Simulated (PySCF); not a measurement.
**Polarisability and C₆ of I (iodine, neutral)**

[Kr] 4d10 5s2 5p4 6s1, high-spin 4P determinant (an excited configuration). All numbers are calculated (PySCF 2.14, scalar relativity by spin-free X2C-1e, in aug-cc-pVQZ-DK3). Coupled (time-dependent) response in atomic units; α is the mean over directions.

```csv
method,mean α (bohr³),"α xx, yy, zz",C₆ (like pair),S(−4)
MN15,388.5,"398.9, 367.8, 398.9",6614,132300
```

S(−4) is the Cauchy moment in α(ω) = α(0) + S(−4) ω² + …

Spin-orbit coupling is absent.

α(iu) at MN15:

```csv
u (hartree),α(iu) (bohr³)
0,388.5
0.0500,214.2
0.100,99.92
0.200,41.60
0.300,26.16
0.500,14.72
0.750,8.861
1.00,5.968
1.50,3.311
2.00,2.160
3.00,1.171
5.00,0.5197
```

A single London oscillator, α(iu) = α/(1 + u²/ω²), gives C₆ = (3/4) ω α². Matching the computed C₆ needs ω = 4 × 6614 / (3 × 388.5²) = 0.0584 hartree.

The components differ because the open shell of this determinant is not spherical; for a pure term their mean is the scalar polarisability.

The outer electron is Rydberg-like, and this basis confines it to a smaller radius and binds it less than a complete one would.
